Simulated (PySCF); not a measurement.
C₈H₁₀Ge.
Geometry (PBE0-D3(BJ)/def2-SVP, Å), atoms numbered from 1 in this order:
```
atom  x, y, z in Å
C1    -0.9431    2.8184    1.5913
C2    -1.1187    1.8112    0.9315
Ge3   -1.3527    0.2231   -0.0898
C4    -1.5827   -1.3514    1.0634
C5    -0.3170   -2.1191    0.8055
C6     0.5847   -1.6806   -0.0851
C7     0.3714   -0.4007   -0.8589
C8     1.4865    0.5830   -0.7169
C9     2.1239    1.1767   -1.7288
H10   -0.7936    3.7107    2.1726
H11   -2.4634    0.4651   -1.1253
H12   -1.6885   -1.0688    2.1235
H13   -2.4804   -1.9348    0.7994
H14   -0.1374   -3.0513    1.3537
H15    1.5069   -2.2440   -0.2676
H16    0.2211   -0.6225   -1.9307
H17    1.7727    0.8310    0.3129
H18    1.8674    0.9617   -2.7714
H19    2.9185    1.9056   -1.5508
```

The calculation used delta-SCF UKS SCAN, pcX-2 on the ionised atom, pcseg-1 elsewhere, spin-free X2C (PySCF). Each 1s hole has a ground state of its own, since the core basis sits on the ionised atom alone.

```tsv
ionised atom	basis functions	E(ground) (Eh)	binding energy (eV)
C1	220	-2404.77455	290.052
C2	220	-2404.77559	290.001
C4	220	-2404.77151	290.167
C5	220	-2404.77232	290.171
C6	220	-2404.77218	290.086
C7	220	-2404.77145	290.248
C8	220	-2404.77156	290.260
C9	220	-2404.77138	289.670
```

Question: Fill in the total energy of each core-ionised state.

Answer: With binding energy = E(ionised) − E(ground) and 27.2114 eV a hartree:

| atom | binding energy (Eh) | E(ionised) (Eh) |
| --- | --- | --- |
| C1 | 10.6592 | -2394.1153 |
| C2 | 10.6573 | -2394.1182 |
| C4 | 10.6634 | -2394.1081 |
| C5 | 10.6636 | -2394.1087 |
| C6 | 10.6605 | -2394.1117 |
| C7 | 10.6664 | -2394.1050 |
| C8 | 10.6669 | -2394.1047 |
| C9 | 10.6452 | -2394.1262 |

Question: How much do the ground-state energies differ, and what would follow from using one of them for all holes?

Answer: They run from -2404.7756 Eh (core basis on C2) to -2404.7714 Eh (on C9), 0.0042 Eh or 0.11 eV apart, though the state is the same; only basis and grid differ. Pairing the ion of C9 with the ground state of C2 would put its binding energy 0.11 eV too high.

Lowest listed C 1s: C9, bonded to C (double bond) and 2 H. Highest, 0.59 eV above it: C8, bonded to C (double bond), C and H. Summing the Pauling electronegativity differences to the bonded atoms, each weighted by its formal bond order, gives -0.70 for the lowest site and -0.35 for the highest; no listed site has a larger sum than the highest. The smallest sum, -1.24, belongs to C4, 0.50 eV above the lowest. The values 290.05 and 290.09 eV; the values 290.17 and 290.17 eV; the values 290.25 and 290.26 eV lie too close for their order to be trusted.

Only 1s holes are shown. The unrestricted hole states depart most from a pure doublet (⟨S²⟩ = 0.75; over 0.85 named) for C 1s of C2 (0.87), which makes this value less certain. The structure is a single PBE0-D3(BJ)/def2-SVP conformer in the gas phase; no vibrational or solvent corrections.
